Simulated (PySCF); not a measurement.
**Iodine: a sound run and one with changed settings**

Sound run: I [Kr] 4d10 5s2 5p5, I⁺ [Kr] 4d10 5s2 5p4. All numbers are calculated (PySCF 2.14, a scalar-relativistic core potential, in cc-pVDZ-PP with ECP28MDF). The sound run starts from symmetry-adapted Hartree-Fock orbitals and uses a fine grid where one is needed.

Changed run: radial step 1.2 in ln r (0.13 in the sound run). This setting is unsound on purpose.

```json
{"species": "I", "method": "UHF", "sound run (hartree)": "-294.65276", "changed run (hartree)": "-294.65276", "converged": "yes"}
{"species": "I", "method": "PBE0", "sound run (hartree)": "-295.68824", "changed run (hartree)": "-295.93751", "converged": "yes"}
{"species": "I", "method": "PBE", "sound run (hartree)": "-295.66049", "changed run (hartree)": "-296.11025", "converged": "yes"}
{"species": "I⁺", "method": "UHF", "sound run (hartree)": "-294.30032", "changed run (hartree)": "-294.30032", "converged": "yes"}
{"species": "I⁺", "method": "PBE0", "sound run (hartree)": "-295.30076", "changed run (hartree)": "-295.42927", "converged": "yes"}
{"species": "I⁺", "method": "PBE", "sound run (hartree)": "-295.27486", "changed run (hartree)": "-295.51215", "converged": "yes"}
```

Ionisation energy of I:

```tsv
method	sound run (eV)	changed run (eV)
UHF	9.591	9.591
PBE0	10.544	13.830
PBE	10.494	16.275
```

A coarse radial grid mis-integrates the density and the exchange-correlation energy, with errors of either sign; Hartree-Fock needs no grid.

For comparison, NIST gives 10.451 eV between the lowest levels.
